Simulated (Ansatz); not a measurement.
Ansatz (an electronic-structure program) input file for Ga(H)3 anion (GaH3), SMILES [GaH3] (connectivity only; charge and spin as stated), charge -1, multiplicity 2, PBE-D3(BJ)/def2-TZVPD. 

Ansatz 0.2 input:
```yaml
crystal:
  periodic: [false, false, false]
  atoms:
    - {symbol: Ga, position_ang: [0.00000000, -0.00000000, 0.04231598]}
    - {symbol: H, position_ang: [-1.34090352, -0.77417101, -0.43726516]}
    - {symbol: H, position_ang: [1.34090351, -0.77417100, -0.43726516]}
    - {symbol: H, position_ang: [-0.00000001, 1.54834201, -0.43726516]}
basis:
  gaussian:
    orbitals: def2-TZVPD
hamiltonian:
  xc: pbe
  dispersion: d3bj
total_charge: -1
magnetization: {spin_polarized: true, initial_magnetization: 1}
relax: {f_tol: 0.002, max_steps: 200}
```

Program output:

```
WARN ansatz: RAYON_NUM_THREADS=1 ignored (pool sized by the plan → 1); use --threads N
Functional definition: PBE
integrals: 0.02 GiB planned
529 factors; their error is unknown
mean field: 0.20 GiB planned
mean field evaluation 1: about -52415.9553 eV, gradient 3.3e1 eV
mean field evaluation 2: about -52413.2800 eV, gradient 5.4e1 eV
mean field evaluation 4: about -52418.0254 eV, gradient 4.2e-1 eV
mean field evaluation 8: about -52418.0080 eV, gradient 3.0e-2 eV
mean field evaluation 16: about -52415.7430 eV, gradient 5.2e0 eV
mean field -52418.00800828 eV, -1926.3262641024 hartree, gradient 2.2e-5 eV, S^2 0.751727; 0 other end points of the search recorded, 0 dependent functions left out
the calculation of the forces begins
reference -52418.00806528 eV, -1926.3262661969 hartree; 18, 17 occupied and 63, 64 virtual orbitals, 529 factors
relax step   1: F+E_penalty+E_count = -52418.03772780 eV  Δ(F+E_penalty+E_count) = +0.000e0 eV  max|allowed force component| = 8.519e-2 eV/Å  Δτ_max = 0.0000 Å  (30 SCF iters, accepted)
these checks for a lower state are left out or cut short: starts, cluster_reference, orbital_swaps, neighbouring_geometries, increment
integrals: 0.02 GiB planned
529 factors; their error is unknown
mean field: 0.20 GiB planned
mean field -52418.00908431 eV, -1926.3263036456 hartree, gradient 2.7e-5 eV, S^2 0.751721; 0 other end points of the search recorded, 0 dependent functions left out
the calculation of the forces begins
reference -52418.00914021 eV, -1926.3263056999 hartree; 18, 17 occupied and 63, 64 virtual orbitals, 529 factors
relax step   2: F+E_penalty+E_count = -52418.03879028 eV  Δ(F+E_penalty+E_count) = -1.062e-3 eV  max|allowed force component| = 3.544e-2 eV/Å  Δτ_max = 0.0066 Å  (26 SCF iters, accepted)
these checks for a lower state are left out or cut short: starts, cluster_reference, orbital_swaps, neighbouring_geometries, increment
integrals: 0.02 GiB planned
529 factors; their error is unknown
mean field: 0.20 GiB planned
mean field -52418.00921634 eV, -1926.3263084978 hartree, gradient 1.5e-5 eV, S^2 0.751712; 0 other end points of the search recorded, 0 dependent functions left out
the calculation of the forces begins
reference -52418.00927167 eV, -1926.3263105309 hartree; 18, 17 occupied and 63, 64 virtual orbitals, 529 factors
relax step   3: F+E_penalty+E_count = -52418.03892902 eV  Δ(F+E_penalty+E_count) = -1.387e-4 eV  max|allowed force component| = 2.621e-3 eV/Å  Δτ_max = 0.0047 Å  (25 SCF iters, accepted)
these checks for a lower state are left out or cut short: starts, cluster_reference, orbital_swaps, neighbouring_geometries, increment
integrals: 0.02 GiB planned
529 factors; their error is unknown
mean field: 0.20 GiB planned
mean field evaluation 32: about -52418.0278 eV, gradient 2.7e-2 eV
mean field -52418.00921602 eV, -1926.3263084861 hartree, gradient 1.7e-5 eV, S^2 0.751712; 0 other end points of the search recorded, 0 dependent functions left out
the calculation of the forces begins
reference -52418.00927132 eV, -1926.3263105181 hartree; 18, 17 occupied and 63, 64 virtual orbitals, 529 factors
relax step   4: F+E_penalty+E_count = -52418.03892996 eV  Δ(F+E_penalty+E_count) = -9.381e-7 eV  max|allowed force component| = 1.064e-4 eV/Å  Δτ_max = 0.0006 Å  (20 SCF iters, accepted)
integrals: 0.02 GiB planned
529 factors; their error is unknown
mean field: 0.20 GiB planned
mean field -52418.00921602 eV, -1926.3263084861 hartree, gradient 1.7e-5 eV, S^2 0.751712; 1 other end points of the search recorded, 0 dependent functions left out
the calculation of the forces begins
reference -52418.00927132 eV, -1926.3263105181 hartree; 18, 17 occupied and 63, 64 virtual orbitals, 529 factors
Total energy: -52418.03898525 eV, -1926.3274024849 hartree
Atom 0 at     0.000005     0.000003     0.048309 Å, force    -0.000001    -0.000000    -0.000073 eV/Å
Atom 1 at    -1.347057    -0.777724    -0.439264 Å, force    -0.000093    -0.000054     0.000024 eV/Å
Atom 2 at     1.347059    -0.777732    -0.439262 Å, force     0.000093    -0.000052     0.000024 eV/Å
Atom 3 at    -0.000006     1.555453    -0.439262 Å, force     0.000001     0.000106     0.000024 eV/Å
Dipole moment:     0.000006     0.000004    -0.019071 e Å
```

Self-consistency was reached.

Cost: around 7 core-seconds (rough).
